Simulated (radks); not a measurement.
The aluminium ion Al4+, 9 electrons, occupied as [He] 2s2 2p5. Method: Dirac Kohn-Sham, PBEsol, spin-unpolarised, spherical densities, point nucleus; open shells fill j = l - 1/2 first; computed with a radial shooting solver on a logarithmic mesh with Libxc functionals.

Unscreened Slater integrals over Kohn-Sham orbitals (cm^-1). Large and small components are both included.

F0(2p3/2,2p3/2): 355470
F2(2p3/2,2p3/2): 164020
F0(2p3/2,2p1/2): 356070
G2(2p3/2,2p1/2): 164080
F0(2p3/2,2s1/2): 339630
G1(2p3/2,2s1/2): 202780
F0(2p3/2,1s1/2): 498940
G1(2p3/2,1s1/2): 68144
F0(2p1/2,2p1/2): 356670
F0(2p1/2,2s1/2): 340120
G1(2p1/2,2s1/2): 202780
F0(2p1/2,1s1/2): 500870
G1(2p1/2,1s1/2): 68562
F0(2s1/2,2s1/2): 329270
F0(2s1/2,1s1/2): 465210
G0(2s1/2,1s1/2): 38004
F0(1s1/2,1s1/2): 1717900
